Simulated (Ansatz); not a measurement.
CH$_{5}$FS$_{2}$Si, singlet, at a GFN2-xTB geometry; SC-NEVPT2/6-31G, CASSCF(6,6) in Ansatz (a quantum-chemistry and plane-wave program).

The Ansatz input:
Ansatz 0.2 input:
```yaml
crystal:
  periodic: [false, false, false]
  atoms:
    - {symbol: C, position_ang: [1.81175633, -1.09051454, 0.27013772]}
    - {symbol: Si, position_ang: [0.21759818, -0.08663033, 0.25859588]}
    - {symbol: F, position_ang: [-0.08524082, 0.46245363, 1.74180321]}
    - {symbol: S, position_ang: [0.45528736, 1.62735223, -1.02153377]}
    - {symbol: S, position_ang: [-1.55553932, -1.21530765, -0.20333868]}
    - {symbol: H, position_ang: [1.70741809, -1.97384945, 0.89353186]}
    - {symbol: H, position_ang: [2.08767792, -1.41507650, -0.72860959]}
    - {symbol: H, position_ang: [2.63134014, -0.49595235, 0.66270336]}
    - {symbol: H, position_ang: [-0.66678759, 2.22539090, -0.64784963]}
    - {symbol: H, position_ang: [-1.30536228, -1.33939676, -1.49921436]}
basis:
  gaussian:
    orbitals: 6-31G
magnetization: {spin_polarized: false}
correlation: {method: sc_nevpt2, electrons: all, active_space: {window: {electrons: 6, orbitals: 6}}}
```

It wrote (shortened):

```
Functional definition: HF
782 factors; integrals over basis functions are off by at most 2.7e-4 eV
mean field evaluation 1: about -33307.2250 eV, gradient 3.1e1 eV
mean field evaluation 2: about -33307.2291 eV, gradient 3.1e1 eV
mean field evaluation 4: about -33309.8712 eV, gradient 2.7e0 eV
mean field evaluation 8: about -33309.8958 eV, gradient 1.5e-4 eV
mean field -33309.89582627 eV, -1224.1160933572 hartree, gradient 1.5e-6 eV, S^2 0.000000; 0 other end points of the search recorded, 0 dependent functions left out
reference -33309.89582627 eV, -1224.1160933572 hartree; 33, 33 occupied and 34, 34 virtual orbitals, 782 factors
state -33311.71104239 eV, -1224.1828013190 hartree
state -33311.71104239 eV, -1224.1828013190 hartree; corrected -33320.02020984 eV, -1224.4881575909 hartree
state -33311.17600227 eV, -1224.1631389574 hartree
state -33311.17600227 eV, -1224.1631389574 hartree; corrected -33320.42888907 eV, -1224.5031762755 hartree
state -33311.17600227 eV, -1224.1631389574 hartree; corrected -33320.42888907 eV, -1224.5031762755 hartree
state -33311.01382704 eV, -1224.1571791277 hartree
state -33311.01382704 eV, -1224.1571791277 hartree; corrected -33320.36782421 eV, -1224.5009321834 hartree
state -33311.17600227 eV, -1224.1631389574 hartree; corrected -33320.42888907 eV, -1224.5031762755 hartree
the orbitals are reached from a further start. From the first start the search ends at -33311.01377608 eV, -1224.1571772547 hartree
WARN: the results are in doubt because another end's mean lies 0.535 eV lower, and its corrected mean 0.409 eV higher
Total energy: -33320.42888907 eV, -1224.5031762755 hartree
In doubt: another end's mean lies 0.535 eV lower, and its corrected mean 0.409 eV higher
```
